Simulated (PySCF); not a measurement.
C₄H₆F₂Ge, SMILES [CH]([Ge]([F])([CH]=C)[F])=C, singlet, PBE0/def2-SVP optimised geometry.

```
13

C     -1.32     0.64    -1.07
C     -0.70     0.14     0.00
Ge    -0.04    -1.67     0.00
F      1.70    -1.67     0.00
F     -0.47    -2.31    -1.56
C     -0.55    -2.90     1.38
C      0.38    -3.55     2.09
H     -1.47     0.04    -1.97
H     -1.70     1.67    -1.09
H     -0.55     0.76     0.89
H     -1.61    -3.06     1.58
H      1.45    -3.40     1.90
H      0.12    -4.26     2.88
```

Density from PBE0/def2-TZVP (PySCF 2.14.0) at that geometry.

Minimum of the electron density along straight lines between bonded atoms, close to the bond critical point (lines longer than 1.1 times the sum of covalent radii, or with two minima, are not listed):

| bond | length / Å | ρ at the minimum / e bohr⁻³ | ∇²ρ there / e bohr⁻⁵ | position (fraction from the first atom) |
|---|---|---|---|---|
| C1–C2 | 1.336 | 0.347 | -1.04 | 0.50 |
| C2–Ge3 | 1.919 | 0.138 | 0.10 | 0.53 |
| Ge3–F4 | 1.740 | 0.141 | 0.80 | 0.48 |
| Ge3–F5 | 1.740 | 0.141 | 0.80 | 0.48 |
| Ge3–C6 | 1.919 | 0.138 | 0.10 | 0.47 |
| C6–C7 | 1.336 | 0.347 | -1.04 | 0.50 |
| C1–H8 | 1.095 | 0.281 | -0.99 | 0.65 |
| C1–H9 | 1.096 | 0.278 | -0.98 | 0.65 |
| C2–H10 | 1.096 | 0.275 | -0.95 | 0.65 |
| C6–H11 | 1.096 | 0.275 | -0.95 | 0.65 |
| C7–H12 | 1.095 | 0.281 | -0.99 | 0.65 |
| C7–H13 | 1.096 | 0.278 | -0.98 | 0.65 |
